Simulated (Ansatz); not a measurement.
CH$_{6}$GeO$_{2}$, SMILES `O[CH2][GeH2][OH]`, charge 0, multiplicity 1.

(1) Give a relaxed structure at PBE0-D4/def2-TZVP (Ansatz). (Estimate.)

Results:

(1) Computed: 
Z-matrix (Å, degrees):
```
C
Ge 1 1.965
O 1 1.416 2 107.3
H 1 1.098 2 108.9 3 -121.7
H 1 1.097 2 108.3 3 121.5
O 2 1.789 1 107.8 3 -179.5
H 2 1.542 1 110.8 3 60.9
H 2 1.534 1 111.3 3 -64.2
H 3 0.960 1 109.0 2 177.5
H 6 0.959 2 112.5 1 -91.6
```
This is one stationary point; other conformers may exist.
